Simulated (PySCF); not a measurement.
Job file and geometry (Å, from GFN2-xTB) of an NMR shielding run on SMILES O(C)[C@@H]1C[C@H](C)CP1C, C7H15OP, GIAO PBE0/pcSseg-1 NMR shielding, non-relativistic, gas phase in PySCF 2.14.0, density-fitted response routines; density fitting, a coarse starting grid and PySCF grid level 2 are the driver's defaults:

```
$ OMP_NUM_THREADS=1 python probes_run.py task.json out

{"job": {"kind": "nmr", "xc": "PBE0", "basis": "pcSseg-1"}, "charge": 0, "multiplicity": 1}
C     -3.186714    -0.606059     0.144343
O     -1.930321    -0.591984     0.766476
C     -0.868405    -0.669070    -0.147841
C      0.444778    -0.974848     0.564877
C      1.559701    -0.639247    -0.420905
C      2.947368    -0.722114     0.202398
C      1.257585     0.765812    -0.952030
P     -0.599550     0.953095    -1.115324
C     -0.886745     2.135945     0.280077
H     -3.363200    -1.560445    -0.367962
H     -3.271704     0.203432    -0.593199
H     -3.929602    -0.469097     0.928089
H     -1.073696    -1.458516    -0.893420
H      0.520819    -0.348551     1.454977
H      0.478135    -2.017791     0.881965
H      1.502172    -1.349407    -1.253906
H      3.028929    -0.043020     1.048772
H      3.707150    -0.454098    -0.528626
H      3.147480    -1.732456     0.552045
H      1.626761     1.525908    -0.259220
H      1.733785     0.934549    -1.919407
H     -0.457492     3.098971     0.005954
H     -0.440772     1.776875     1.205480
H     -1.958197     2.261878     0.423943
```

Task: What does the program print?

Result: 
```
coarse grid: 19616 points
cycle   1  E = -691.5836516262  dE =  9.781e-01  |g| = 6.319e-01  |ddm| = 4.281e+00
cycle   2  E = -691.5203511022  dE =  6.330e-02  |g| = 8.597e-01  |ddm| = 1.349e+00
cycle   3  E = -691.6693691907  dE = -1.490e-01  |g| = 1.009e-01  |ddm| = 8.786e-01
cycle   4  E = -691.6711336957  dE = -1.765e-03  |g| = 3.749e-02  |ddm| = 1.167e-01
cycle   5  E = -691.6714321218  dE = -2.984e-04  |g| = 9.415e-03  |ddm| = 4.339e-02
cycle   6  E = -691.6714535037  dE = -2.138e-05  |g| = 2.865e-03  |ddm| = 1.543e-02
cycle   7  E = -691.6714553425  dE = -1.839e-06  |g| = 5.469e-04  |ddm| = 3.230e-03
final grid: 182176 points
cycle   8  E = -691.7385978131  dE = -6.381e-05  |g| = 1.397e-02  |ddm| = 4.387e-02
cycle   9  E = -691.7385653658  dE =  3.245e-05  |g| = 1.905e-02  |ddm| = 2.460e-02
cycle  10  E = -691.7386399466  dE = -7.458e-05  |g| = 1.731e-03  |ddm| = 1.516e-02
cycle  11  E = -691.7386405561  dE = -6.096e-07  |g| = 2.876e-04  |ddm| = 1.770e-03
cycle  12  E = -691.7386405728  dE = -1.666e-08  |g| = 1.047e-04  |ddm| = 4.647e-04
cycle  13  E = -691.7386405754  dE = -2.616e-09  |g| = 2.950e-05  |ddm| = 1.528e-04
cycle  14  E = -691.7386405756  dE = -1.908e-10  |g| = 6.141e-06  |ddm| = 2.802e-05
converged SCF energy = -691.7386405756

GIAO shielding tensors (ppm)
atom      isotropic    diamagn.    paramagn.     s11        s22        s33       span
  0 C      125.588     244.782    -119.194     94.170     99.800    182.793     88.623
  1 O      306.322     397.851     -91.529    280.102    310.834    328.032     47.930
  2 C       97.597     250.922    -153.325     58.429     87.997    146.365     87.935
  3 C      143.106     248.244    -105.138    110.942    143.270    175.106     64.164
  4 C      151.749     249.620     -97.871    128.779    159.869    166.600     37.820
  5 C      163.172     244.176     -81.003    145.342    156.248    187.927     42.585
  6 C      147.565     254.706    -107.141    120.720    147.205    174.769     54.048
  7 P      373.945     967.696    -593.751    319.261    366.239    436.334    117.073
  8 C      175.162     253.526     -78.364    159.836    176.838    188.811     28.975
  9 H       28.295      28.822      -0.528     24.262     25.715     34.908     10.646
 10 H       28.281      30.338      -2.057     23.424     27.280     34.139     10.715
 11 H       27.983      28.351      -0.369     23.987     24.694     35.266     11.279
 12 H       27.716      34.490      -6.773     25.060     27.821     30.268      5.209
 13 H       30.102      33.190      -3.088     27.004     30.211     33.091      6.088
 14 H       29.693      32.477      -2.785     24.842     28.730     35.506     10.664
 15 H       30.100      33.349      -3.249     26.243     28.451     35.605      9.363
 16 H       30.962      29.459       1.503     27.030     29.547     36.308      9.278
 17 H       30.416      28.023       2.393     25.712     27.859     37.676     11.964
 18 H       30.279      28.274       2.005     25.096     27.690     38.052     12.956
 19 H       30.842      33.872      -3.030     26.150     31.206     35.170      9.020
 20 H       29.530      32.493      -2.963     24.470     28.270     35.850     11.379
 21 H       31.038      30.534       0.504     26.551     28.137     38.427     11.876
 22 H       30.430      32.986      -2.555     25.633     30.529     35.128      9.495
 23 H       30.854      31.227      -0.373     25.159     28.631     38.772     13.613
```

Size and cost of the density-fitted run: 235 basis functions, 62 s wall time on 1 thread of an Arm Neoverse V1, shared host; peak memory 1.1 GiB.
